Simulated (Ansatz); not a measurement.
Reaction (ligand exchange at the In–O bond): `[NH2][In]([SH])[O][SiH3]` + H–F → `[NH2][In]([F])[SH]` + `O[SiH3]`

Gas-phase electronic energies from Ansatz, PBE0-D4/def2-TZVP geometries. CCSD(T)/CBS is the MP2 limit (def2-TZVPP, def2-QZVPP) plus CCSD(T) − MP2 in def2-TZVPP, frozen cores. This one scheme is used for every species. def2 core potentials past Kr. For In outer-core shells are correlated without core-valence functions, which leaves a few kJ/mol of doubt a bond. Each species was taken in one conformer, which may not be the lowest.

```tsv
species	MP2/def2-TZVPP energy (Eh)
`[NH2][In]([SH])[O][SiH3]`	-1009.71383
H–F	-100.33585
`[NH2][In]([F])[SH]`	-743.46475
`O[SiH3]`	-366.58654
```

(1) Work out ΔE.

Largest T1 diagnostic among the species: 0.015.

Answers

(1) ΔE = (-743.46475) + (-366.58654) − (-1009.71383) − (-100.33585) = -0.00161 Eh = -1.0 kcal/mol. CCSD(T)/CBS gives -1.8 kcal/mol.

From PBE to PBE0 (25 % exact exchange), in def2-TZVPP and without D4, ΔE moves by +1.3 kcal/mol. The D4 term adds +2.2 kcal/mol with B3LYP and +1.3 kcal/mol with PBE0; it sums over pairs of atoms, weighted by their polarisabilities, and B3LYP, whose exchange is more repulsive, gets the larger term. In def2-TZVPP, CCSD(T) changes the Hartree–Fock value by +3.8 kcal/mol (the triples alone add +0.5 kcal/mol) and MP2 by +4.6 kcal/mol.

B3LYP here is the variant with VWN-RPA as its local correlation; programs differ in this.
